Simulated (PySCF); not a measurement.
Planning a shielding job on `C(/C=C/F)[SiH2]CO[SiH3]`.

Method: GIAO PBE0/pcSseg-1 NMR shielding, non-relativistic, gas phase (PySCF 2.14.0, density-fitted response routines). Geometry: GFN2-xTB. Work: shieldings, charges and field gradients, density fitting. A driver script takes a list of jobs; this job's settings line and coordinates (Å) are shown.

Command:
```bash
OMP_NUM_THREADS=1 python probes_run.py task.json out
```

Input:
```
{"job": {"kind": "nmr", "xc": "PBE0", "basis": "pcSseg-1"}, "charge": 0, "multiplicity": 1}
F     -2.006014     2.607714     0.229429
C     -1.635063     1.449831    -0.358657
C     -2.021028     0.279097     0.111571
C     -1.593089    -1.016986    -0.474660
Si    -0.254505    -1.855465     0.611131
C      1.116423    -0.555847     0.878042
O      1.470999    -0.110586    -0.413733
Si     2.322483     1.200715    -0.836994
H     -1.004610     1.616442    -1.219264
H     -2.651675     0.242351     0.988763
H     -2.453360    -1.679173    -0.571622
H     -1.182494    -0.851878    -1.470747
H     -0.802248    -2.259346     1.912045
H      0.285467    -3.010873    -0.108716
H      0.773420     0.289988     1.481925
H      2.000917    -0.964641     1.375846
H      3.703266     1.132783    -0.349323
H      2.210295     1.075977    -2.282044
H      1.711012     2.419147    -0.298158
```

Hardware: one thread, Arm Neoverse V1 (aarch64), no GPU (shared host). PySCF's memory limit was set to 1040 MB.

How large is the basis?

205 functions for 80 electrons, with 1110 fitting functions; the fitted three-index integrals, 1110 × 205 × 206/2 numbers of 8 bytes, come to 180 MiB.

What wall time should be expected on this hardware?

About 39 s. The SCF took 14 cycles.

How much memory does it need at the peak?

About 0.93 GiB. Peak memory is the resident size of the whole Python process, interpreter and libraries included.

The SCF part of the output:
```
coarse grid: 16584 points
cycle   1  E = -912.2331069933  dE =  7.644e-01  |g| = 7.792e-01  |ddm| = 3.834e+00
cycle   2  E = -912.0729353008  dE =  1.602e-01  |g| = 1.208e+00  |ddm| = 1.592e+00
cycle   3  E = -912.3422693263  dE = -2.693e-01  |g| = 1.142e-01  |ddm| = 1.125e+00
cycle   4  E = -912.3443668051  dE = -2.097e-03  |g| = 5.070e-02  |ddm| = 1.252e-01
cycle   5  E = -912.3447507179  dE = -3.839e-04  |g| = 1.140e-02  |ddm| = 3.801e-02
cycle   6  E = -912.3447691526  dE = -1.843e-05  |g| = 3.927e-03  |ddm| = 9.859e-03
cycle   7  E = -912.3447726263  dE = -3.474e-06  |g| = 4.341e-04  |ddm| = 3.679e-03
final grid: 150592 points
cycle   8  E = -912.4077004815  dE = -3.305e-05  |g| = 1.051e-02  |ddm| = 2.484e-02
cycle   9  E = -912.4076796633  dE =  2.082e-05  |g| = 1.510e-02  |ddm| = 1.699e-02
cycle  10  E = -912.4077221144  dE = -4.245e-05  |g| = 1.364e-03  |ddm| = 1.030e-02
cycle  11  E = -912.4077224918  dE = -3.774e-07  |g| = 2.571e-04  |ddm| = 1.356e-03
cycle  12  E = -912.4077225050  dE = -1.317e-08  |g| = 1.083e-04  |ddm| = 2.961e-04
cycle  13  E = -912.4077225074  dE = -2.413e-09  |g| = 3.841e-05  |ddm| = 1.060e-04
cycle  14  E = -912.4077225078  dE = -3.472e-10  |g| = 1.006e-05  |ddm| = 3.608e-05
converged SCF energy = -912.4077225078
```

On the final grid dE counts from the start density on that grid.

Other jobs ran on the host; a repeat could differ by tens of per cent or more.
